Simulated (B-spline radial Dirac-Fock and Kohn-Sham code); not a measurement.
# X-ray form factors of dysprosium in several charge states

Method: configuration-average Dirac-Fock orbitals. Computed with a radial finite-basis atomic code.

Configurations: Dy²¹⁺ [Kr] 4d9; Dy²⁴⁺ [Kr] 4d6; Dy²⁸⁺ [Kr] 4d2; Dy²⁹⁺ [Kr] 4d1; Dy³¹⁺ [Ar] 3d10 4s2 4p5. The first column is f₀ of Dy²¹⁺, the others are differences from it.

```tsv
s (Å⁻¹)	Dy²¹⁺	Δ Dy²⁴⁺	Δ Dy²⁸⁺	Δ Dy²⁹⁺	Δ Dy³¹⁺
0	45.000	-3.000	-7.000	-8.000	-10.000
0.1	44.518	-2.909	-6.803	-7.778	-9.733
0.2	43.123	-2.650	-6.239	-7.145	-8.968
0.3	40.960	-2.262	-5.388	-6.187	-7.807
0.4	38.242	-1.799	-4.361	-5.028	-6.395
0.5	35.210	-1.319	-3.280	-3.804	-4.894
0.7	29.103	-0.498	-1.374	-1.630	-2.188
0.9	23.966	-0.021	-0.188	-0.256	-0.423
1.1	20.231	+0.133	+0.264	+0.286	+0.321
1.4	16.691	+0.058	+0.164	+0.194	+0.268
```
